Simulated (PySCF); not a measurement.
# F⁺: ionisation energy

F⁺ [He] 2s2 2p4 (3P) → F²⁺ [He] 2s2 2p3 (4S), as a difference of total energies. Calculation: PySCF 2.14, in dyall-av2z; the non-relativistic Hamiltonian (point nucleus). Correlated levels: valence: 1s2 frozen; virtual orbitals above 40 to 60 times the deepest correlated orbital energy dropped. The calculations carry no spin-orbit coupling.

```tsv
method	ionisation energy (eV)	plus first-order spin-orbit estimate	error of that sum (eV)
UHF	33.346	33.366	-1.605
LDA	35.252	35.272	+0.301
PBE	35.391	35.411	+0.440
PBE0	35.219	35.239	+0.268
r2SCAN	35.073	35.093	+0.122
M06-L	35.123	35.143	+0.172
BHandHLYP	35.160	35.180	+0.209
wB97X	35.113	35.133	+0.162
MN15	35.324	35.344	+0.373
MP2 (valence)	34.361	34.381	-0.590
SCS-MP2 (valence)	34.419	34.439	-0.532
```

Reference: 34.971 eV (measured; NIST Atomic Spectra Database, ionization energies).

A first-order spin-orbit estimate (lowest level to lowest level, LS coupling) adds 0.020 eV.

Errors of the correlated levels include the incompleteness of this basis and the frozen core.
